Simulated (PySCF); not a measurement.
**Be²⁺ (beryllium, charge +2): MN15 calculation**

Configuration: 1s2, closed-shell 1S. Computed with PySCF 2.14 in aug-cc-pVDZ, with the non-relativistic Hamiltonian (point nucleus).

```json
{
 "Total energy": "-13.6691 hartree",
 "One-electron energy": "-15.8754 hartree",
 "Hartree (Coulomb) energy": "4.5307 hartree",
 "Exchange-correlation energy": "-2.3245 hartree",
 "Kinetic energy": "13.51428 hartree",
 "⟨S²⟩": "0.0000",
 "⟨L²⟩": "0.000",
 "Sum of ⟨r⟩": "0.8342 bohr",
 "Sum of ⟨r²⟩": "0.4736 bohr²",
 "Density at the nucleus (Gaussians lack the cusp)": "32.7 bohr⁻³",
 "Langevin diamagnetic susceptibility": "-0.375 ×10⁻⁶ cm³/mol",
 "Time after the integrals": "0.03 s of wall time on 1 thread of AMD EPYC 9R45 96-Core Processor (shared host)"
}
```

| shell | electrons | mean orbital energy (hartree) | rms radius, mean of both spins (bohr) |
| --- | --- | --- | --- |
| 1s | 2 | -5.04750 | 0.487 |
